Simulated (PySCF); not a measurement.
C6H12FNSi2.
Z-matrix (Å and degrees, GFN2-xTB geometry), rows numbered from 1:
```
C 
C   1  1.3184
C   2  1.5017  1  124.10
C   3  1.4736  2  110.42  1  -123.85
C   4  1.2998  3  153.24  2   136.10
F   5  1.3283  4  148.29  3     0.14
C   5  1.4750  4   66.45  3   177.46
N   7  1.4329  4  120.80  5   108.18
Si  8  1.7381  7  117.35  4   -71.24
Si  8  1.7381  7  115.06  4    94.39
H   1  1.0764  2  121.94  3  -179.98
H   1  1.0780  2  121.84  3    -0.38
H   2  1.0822  1  121.12  3  -179.29
H   3  1.0968  2  108.72  1   117.89
H   3  1.0926  2  110.87  1    -1.36
H   7  1.0894  4  118.65  5  -106.67
H   9  1.4703  8  111.30  7    69.58
H   9  1.4570  8  105.98  7  -170.75
H   9  1.4612  8  107.29  7   -50.83
H  10  1.4654  8  106.69  7    43.97
H  10  1.4563  8  107.04  7   164.36
H  10  1.4709  8  111.01  7   -74.49
```

Probes without a nucleus sit at each ring's centroid and 1 Å off its mean plane on both sides; NICS is minus the shielding there, NICSzz its component along the normal. Level: GIAO PBE0/pcSseg-1 (PySCF, non-relativistic, gas phase) on the GFN2-xTB geometry, one conformer.

Ring bond lengths (Å), with Mayer bond orders in brackets: C4–C5 1.300 (1.72), C5–C7 1.475 (1.07), C7–C4 1.528 (0.79).

Q: Give the NICS values of each ring in ppm.

A: 
```
    ring                                                    type  NICS(0)  NICS(1), two faces  NICS(1)zz, two faces  rms pucker (Å)  centre to ring atoms, mean (Å)
C4–C5–C7  3-membered carbocycle; formal bonds 1 double, 2 single    -32.3         -7.5 / -5.1          -13.1 / -7.5            0.00                            0.83
```

Q: What do they say, and how far can they be read as aromaticity?

A: 
- C4–C5–C7: mean NICS(1)zz -10.3 ppm, shielded. C7 has four or more neighbours; no verdict on aromaticity is drawn. The two faces differ by 5.6 ppm, so no symmetry operation interchanges them. NICS(0) lies 26 ppm below the mean NICS(1).

Q: What is the mean of the two in-plane components of NICS at the second NICS(1) probe listed for ring C4–C5–C7, 1 Å off the ring?

A: The isotropic value is a third of the trace: (3 × -5.1 − (-7.5))/2 = -3.9 ppm.

Q: List the ring angles and the Hirshfeld charges of the ring atoms.

A: 
- C4–C5–C7: C4 62.3° (-0.007 e), C5 66.5° (+0.064 e), C7 51.3° (-0.002 e); sum 180.0° against 180° for a flat convex ring.

Q: How shielded are the nuclei of the rings and their hydrogens (means over atoms taken as equivalent)?

A: 
```tsv
atoms	environment	σ isotropic (ppm)	principal values of the symmetric part, first atom (ppm)
C4	fully substituted alkene carbon	84.5	-8.9, 108.0, 154.5
C5	vinylic C–F carbon	34.5	-76.9, 63.1, 117.2
C7	sp3 carbon bound to nitrogen	134.4	95.6, 111.5, 196.1
H16	methine hydrogen	27.79	21.8, 27.2, 34.3
```

The run took 2.2 min wall (grids of density and orbitals included) on an Arm Neoverse N1 with one thread, no GPU, shared host, and the process peaked at 1.1 GiB of memory. This is the whole shielding run at PBE0/pcSseg-1, SCF included.
